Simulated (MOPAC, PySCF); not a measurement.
Cl₄Ge, SMILES `[Ge]([Cl])([Cl])([Cl])[Cl]`, neutral singlet in the gas phase. 

Cartesian coordinates (Å):
```xyz
5

Cl     1.8362    -0.9643    -0.4640
Ge     0.0004     0.0000    -0.0002
Cl    -1.5230    -0.7145    -1.2976
Cl     0.2180     2.0987    -0.2518
Cl    -0.5316    -0.4200     2.0135
```
Charge 0, spin multiplicity 1.

All levels are single points at this geometry (PBE0-D3(BJ)/def2-SVP); Pople sets use spherical d functions. Orbital energies aren't observables, and empty levels follow the basis.

B3LYP-D3(BJ)/def2-TZVP in PySCF gives HOMO (eV) = -9.36.

### Question
Estimate the HOMO (eV) from each of these levels: M06-2X/def2-TZVP in PySCF; PBE/6-31G* in PySCF; SVWN5/6-31G* in PySCF; HF/3-21G in PySCF; AM1 in MOPAC.

### Answer

```tsv
level	HOMO (eV)
M06-2X/def2-TZVP in PySCF	-11.05
PBE/6-31G* in PySCF	-8.19
SVWN5/6-31G* in PySCF	-8.30
HF/3-21G in PySCF	-13.71
AM1 in MOPAC	-13.04
```
